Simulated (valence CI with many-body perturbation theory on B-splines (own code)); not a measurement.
The numbers below are computed, except where a source is named.
Sensitivity of CI+MBPT for Eu24+

Level of theory: valence CI with perturbative core correlation (CI+MBPT): three valence electrons over a frozen Dirac-Fock core [Kr], a basis of 6 s, 6 p, 5 d, 5 f, 1 g functions for each j, with the one-electron correlation potential Σ1, the two-electron term Σ2, the three-electron term Σ3, Breit, model QED; selected CI, second order for the rest, scaled by the run's own slope (own B-spline code, finite nucleus).

No measured levels were compared; by estimate terms of the open shell hold to 2 to 4 % of their energy, and close levels can change places. Only levels of the ground parity were solved; by the run's estimate the other parity begins above the list, which can be wrong where configurations are misplaced.

The reference run has the lowest level (4d3/2^3) J=3/2 and an ionisation energy of 796.694 eV. Its largest variational space holds 2589 state functions.

Levels are named by their leading jj configuration (3d3/2^4 stands for four electrons in 3d with j = 3/2), which in mixed levels can hold well under half, so a name can repeat and another be missing. Letters in brackets count levels of one name in rising energy.

Changed runs:
A. shift of the energy in Σ1 (hartree) 0 → 8.1
B. QED terms on → off
C. Davidson tolerance 2e-05 → 0.0003
D. logarithmic knot step 0.27 → 1.1 (bad on purpose)

Excitation energies of the reference run in cm⁻¹, and shifts in cm⁻¹:

| Level | Reference | A | B | C | D |
| --- | --- | --- | --- | --- | --- |
| (4d3/2^2 4d5/2) J=5/2 [a] | 40026 | +540 | -150 | 0 | +409 |
| (4d3/2^2 4d5/2) J=3/2 | 58345 | +480 | -131 | 0 | +350 |
| (4d3/2^2 4d5/2) J=7/2 | 59683 | +626 | -173 | 0 | +460 |
| (4d3/2^2 4d5/2) J=9/2 | 65624 | +565 | -156 | 0 | +396 |
| (4d3/2^2 4d5/2) J=1/2 | 68104 | +532 | -145 | 0 | +397 |
| (4d3/2^2 4d5/2) J=5/2 [b] | 103779 | +792 | -216 | 0 | +590 |
| (4d3/2 4d5/2^2) J=7/2 [a] | 105114 | +1041 | -286 | 0 | +763 |
| (4d3/2 4d5/2^2) J=9/2 | 111451 | +1116 | -308 | 0 | +827 |
| (4d3/2 4d5/2^2) J=3/2 [a] | 123452 | +1102 | -302 | 0 | +797 |
| (4d3/2 4d5/2^2) J=1/2 | 129451 | +1121 | -306 | 0 | +818 |
| (4d3/2 4d5/2^2) J=11/2 | 135099 | +1124 | -309 | 0 | +827 |
| (4d3/2 4d5/2^2) J=5/2 [a] | 142455 | +1025 | -279 | 0 | +734 |
| Ionisation energy (eV) | 796.694 | +0.685 | -0.047 | 0 | +1.341 |

No effect on these energies: C.
